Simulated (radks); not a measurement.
The numbers below are computed, except where a source is named.
Cl I, configuration [Ne] 3s1 3p6 (not the ground configuration). Code: a radial shooting solver on a logarithmic mesh with Libxc functionals. Model: scalar-relativistic Kohn-Sham, r2SCAN, spin-polarised, spherical densities, finite nucleus; open shells are filled with parallel spins first; meta-GGA in the generalised Kohn-Sham scheme; Fermi nuclear charge, rms radius 3.3654 fm.

X-ray form factor f0, the Fourier transform of the density (f0(0) = 17):

sin(theta)/lambda (1/angstrom),f0 (electrons)
0.05,16.499
0.1,15.198
0.15,13.541
0.2,11.932
0.25,10.583
0.3,9.542
0.4,8.174
0.5,7.309
0.6,6.599
0.8,5.242
1,4.020
1.25,2.882
1.5,2.169
2,1.507
